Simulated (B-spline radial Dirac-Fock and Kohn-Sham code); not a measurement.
Level of theory: ΔSCF Dirac-Fock with Breit, self-energy and vacuum polarisation, finite nucleus, configuration average; an atomic code on a B-spline grid. Correlation energy is missing from these numbers.

**Question.** An atom or ion in its tabulated ground configuration has these computed binding energies (the last is its least bound level). Which is it?

```tsv
level	binding energy (eV)
L2	14411.7
L3	12596.5
M1	4101.8
M3	3417.1
M4	2961.8
N5	959.5
N6,7	708.4
```

**Answer.** Au²³⁺: Z = 79 with 56 electrons, [Kr] 4d10 4f10.

**Question.** An atom or ion in its tabulated ground configuration has these computed binding energies (the last is its least bound level). Which is it?

```tsv
level	binding energy (eV)
K	75828.5
L1	14928.0
L2	14342.8
M1	4932.8
M2	4677.6
N1	2277.2
N2,3	2089.8
```

**Answer.** Os⁴¹⁺: Z = 76 with 35 electrons, [Ar] 3d10 4s2 4p5. The hydrogen-like estimate √(E/Ry) = 74.7 for the K level lies 1.3 below Z (screening lowers it, relativity raises it); the outermost level, at 2089.8 eV, fixes the charge.
